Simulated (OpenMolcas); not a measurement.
F5+: effect of the active space

```yaml
Program: OpenMolcas
Method: SS-CASPT2 or its RAS form, IPEA 0.25 Eh, imaginary shift 0.1 Eh
Basis: ANO-RCC-VTZP
Scalar_Hamiltonian: DKH2, point nucleus
Spin-orbit_coupling: RASSI with atomic mean-field integrals over the reference wave functions, term energies averaged over their components
```

A. 2 electrons in 4 orbitals (2s 2p); 2S+1 = 3 even, 3 roots; 2S+1 = 1 even, 7 roots (6 in the spin-orbit step); 2S+1 = 3 odd, 3 roots; 2S+1 = 1 odd, 3 roots; closed shells correlated: 1s; CASPT2 step about 1.2 core-seconds
B. 2 electrons in 8 orbitals (2s 2p 3s 3p); 2S+1 = 3 even, 3 roots; 2S+1 = 1 even, 6 roots; 2S+1 = 3 odd, 3 roots; 2S+1 = 1 odd, 3 roots; closed shells correlated: 1s; CASPT2 step about 2.2 core-seconds
C. 2 electrons in 9 orbitals (RAS2 2s 2p; RAS3 3d, at most 2 electrons); 2S+1 = 3 even, 3 roots; 2S+1 = 1 even, 7 roots (6 in the spin-orbit step); 2S+1 = 3 odd, 3 roots; 2S+1 = 1 odd, 3 roots; closed shells correlated: 1s; CASPT2 step roughly 4 core-seconds

Energies in cm⁻¹ above 2s² ¹S₀, the measured ground level; measured values from Moore, Atomic Energy Levels, vol. I, NSRDS-NBS 35 (1971 reprint of NBS Circular 467, 1949).

| Level | A | B | C | Measured |
| --- | --- | --- | --- | --- |
| 2s² ¹S₀ | 0.0 | 0.0 | 0.0 | 0.0 |
| 2s 2p ³P°₀ | 96718 | 96740 | 96637 |  |
| 2s 2p ³P°₁ | 96995 | 97017 | 96913 | 96861 |
| 2s 2p ³P°₂ | 97553 | 97575 | 97470 | 97437 |
| 2s 2p ¹P°₁ | 189909 | 189876 | 188955 |  |
| 2p² ³P₀ | 252180 | 252205 | 252126 |  |
| 2p² ³P₁ | 252455 | 252480 | 252400 | 251635 |
| 2p² ³P₂ | 252998 | 253022 | 252943 | 252145 |
| 2p² ¹D₂ | 276918 | 276897 | 276311 | 274597 |

Deviations, from unrounded energies. A percentage is the sum of absolute deviations over the sum of measured energies, with the sign that they share, or ± where signs differ.

| Against measurement | Levels | A | B | C |
| --- | --- | --- | --- | --- |
| mean absolute deviation (cm-1) | 5 | 850 | 860 | 670 |
| other configurations (%) | 5 | +0.4 | +0.4 | +0.3 |

C lies closest to measurement on these levels and B furthest from it. The largest miss of C in the table is 2p² ¹D₂, by +1700 cm-1. The ranking rests on the paired levels alone, and a cruder setting can come out closer through cancelling errors.

Among A to C the level of the table that moves most is 2s 2p ¹P°₁, by 950 cm-1 (lowest in C, highest in A).

Active for correlation alone: 3p 3s; no level in the range computed is led by a configuration that fills them, so any true level of that kind is missing (holds for B). Active for correlation alone: 3d; no level in the range computed is led by a configuration that fills it, so any true level of that kind is missing (holds for C). Computed and measured levels are paired by configuration, term and J; levels that our copy of the source lacks, or whose pairing is in doubt (as where it misses far off the trend of its configuration), stay unpaired and out of the deviations. Levels of configurations outside the active space are missing.

° marks odd parity.
